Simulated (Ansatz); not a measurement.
A nudged elastic band was laid between two geometries of BH8NOSi (12 atoms, charge 0, multiplicity 1).

Method: RKS PBE-D4/6-31G* (Ansatz 0.2.0).

| Property | Result |
| --- | --- |
| movable images | 5 |
| climbing image | yes |
| spring | 5.0 eV/Å² |
| optimiser | quadratic models (default) |
| start path | through a guess of the saddle point |
| force threshold | 0.03 eV/Å |
| iteration limit | 60 |
| end points | relaxed |

Image 0:

```xyz
12
Properties=species:S:1:pos:R:3
B 0.007 0.160 0.415
O -0.804 0.032 1.595
H -1.744 0.116 1.355
H 1.053 -0.468 0.466
H -0.573 0.118 -0.672
N 0.593 1.811 0.477
H 1.506 1.878 0.006
Si -0.660 2.895 -0.255
H -0.505 2.775 -1.733
H -1.992 2.429 0.224
H -0.445 4.320 0.166
H 0.746 1.974 1.481
```

Image 6:

```xyz
12
Properties=species:S:1:pos:R:3
B 0.406 0.454 0.092
O -0.613 -0.222 1.621
H -1.487 -0.408 1.217
H 1.415 -0.189 0.259
H -0.382 0.115 -0.769
N 0.444 1.888 0.412
H 1.293 2.227 0.870
Si -0.555 3.092 -0.374
H -1.959 2.566 -0.454
H -0.556 4.349 0.453
H -0.127 3.472 -1.766
H -0.698 0.699 1.964
```

Question: Which bonds break or form, and what moves?

Answer: Bonds broken: B1–O2, N6–H12. Bonds formed: O2–H12. BH8NOSi becomes BH6NSi + H2O.

Question: What energy profile does the band end with?

Answer: The run converged. The highest image is number 3 of 0 to 6, 0.73 eV above the first end and 0.25 eV above the last; the last end lies 0.48 eV above the first. A vibrational analysis at the climbing image gives one clearly imaginary mode, 1074i cm⁻¹: a first-order saddle point. The orbitals stay closed-shell, which can raise the energy where a bond breaks towards radicals; this wasn't checked here.

| image | path coordinate (Å) | energy (eV) | B1–O2 (Å) | N6–H12 (Å) | O2–H12 (Å) |
| --- | --- | --- | --- | --- | --- |
| 0 | 0.00 | 0.00 | 1.44 | 1.03 | 2.49 |
| 1 | 0.72 | 0.02 | 1.44 | 1.03 | 2.37 |
| 2 | 1.45 | 0.09 | 1.46 | 1.04 | 2.04 |
| 3 | 2.17 | 0.73 | 1.62 | 1.37 | 1.20 |
| 4 | 3.73 | 0.50 | 2.08 | 2.42 | 0.98 |
| 5 | 5.29 | 0.50 | 2.11 | 2.43 | 0.98 |
| 6 | 6.84 | 0.48 | 1.96 | 2.26 | 0.99 |

Question: What is the geometry of the highest image?

Answer: 
```xyz
12
Properties=species:S:1:pos:R:3
B 0.144 0.269 0.243
O -0.357 0.079 1.775
H -1.327 -0.064 1.771
H 1.168 -0.350 0.072
H -0.779 0.052 -0.521
N 0.380 1.826 0.489
H 1.366 2.083 0.602
Si -0.597 2.975 -0.445
H -0.346 2.891 -1.921
H -2.033 2.653 -0.170
H -0.301 4.375 0.012
H -0.137 1.252 1.620
```

Question: What are the harmonic wavenumbers there?

Answer: 1074i, 114, 138, 202, 474, 567, 636, 669, 692, 743, 764, 788, 888, 903, 926, 937, 972, 1015, 1142, 1175, 1187, 1522, 1776, 2180, 2191, 2206, 2477, 2575, 3458, 3647 cm⁻¹.

Run time: 2.6 min on 1 thread of AMD EPYC 9R45 96-Core Processor (Zen 5), with other jobs on the host, peak memory 0.14 GiB.
